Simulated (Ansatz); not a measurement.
Program: Ansatz. Geometries: PBE0-D4/def2-TZVP. ΔE: electronic, gas phase. CCSD(T)/CBS adds triple-zeta CCSD(T) − MP2 to the extrapolated MP2 energy (def2 sets, frozen cores). This one scheme is used for every species. Functionals use def2-TZVPP. B3LYP here is the variant with VWN-RPA as its local correlation; programs differ in this. Each species was taken in one conformer, which may not be the lowest.

Consider the formal exchange of groups at a B–S bond: `OB(S)S` + `CC=S` → `CB(O)S` + `S=CS`.

```csv
level,ΔE (eV)
ωB97X-V,0.42
B2PLYP,0.36
B3LYP,0.33
HF/def2-TZVPP,0.53
MP2/def2-QZVPP,0.40
SCS-MP2/def2-QZVPP,0.42
HF/CBS(def2),0.52
MP2/CBS(def2),0.39
```

What does CCSD(T)/CBS give? (Estimate.)

Computed: +0.41 eV. The listed levels differ from it by 0.01, -0.05, -0.08, 0.12, -0.01, 0.01, 0.11, -0.02 eV.

Largest T1 diagnostic among the species: 0.018.

From PBE to PBE0 (25 % exact exchange), in def2-TZVPP and without D4, ΔE moves by +0.08 eV. In def2-TZVPP, CCSD(T) changes the Hartree–Fock value by −0.10 eV (the triples alone add −0.03 eV) and MP2 by −0.12 eV.
